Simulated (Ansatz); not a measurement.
**Worked example: C4H10 + B(CH3)(OH)2 → C3H8O + B(CH3)2(OH)**

Species: C4H10 (butane) `CCCC`, singlet; B(CH3)(OH)2 (methylboronic acid), singlet; C3H8O (1-propanol) `CCCO`, singlet; B(CH3)2(OH), singlet. The partners trade CH3 for OH: C–CH3 and B–OH bonds give way to C–OH and B–CH3.

Shapes, held fixed at every level: PBE0-D4/def2-TZVP. Flexible molecules stand in one conformer, not always the lowest. Programs: Ansatz 0.2.0. The zero-point and thermal change to 298 K, harmonic and unscaled (PBE0-D4/def2-TZVP), is -2.7 kJ/mol.

At CCSD(T)/CBS estimate; 1 Eh = 2625.50 kJ/mol:

```
    species  energy (Eh)
      C4H10  -158.241596
B(CH3)(OH)2  -216.326731
      C3H8O  -194.143418
B(CH3)2(OH)  -180.363489
```

**Question.** Work out ΔH(298 K) of the reaction at this level.

**Answer.** 
1. Products less reactants: (-194.143418) + (-180.363489) − [(-158.241596) + (-216.326731)] = 0.061420 Eh = +161.3 kJ/mol.
2. With the thermal change: +161.3 + (-2.7) = +158.6 kJ/mol.

Other levels give +153.5 (PBE0-D4/def2-TZVPP) to +174.4 kJ/mol (MP2/def2-SVP). No measured value is set beside it here. The CBS estimate extrapolates MP2 from def2-TZVPP and def2-QZVPP and adds CCSD(T) − MP2 in the triple-zeta set, cores frozen.
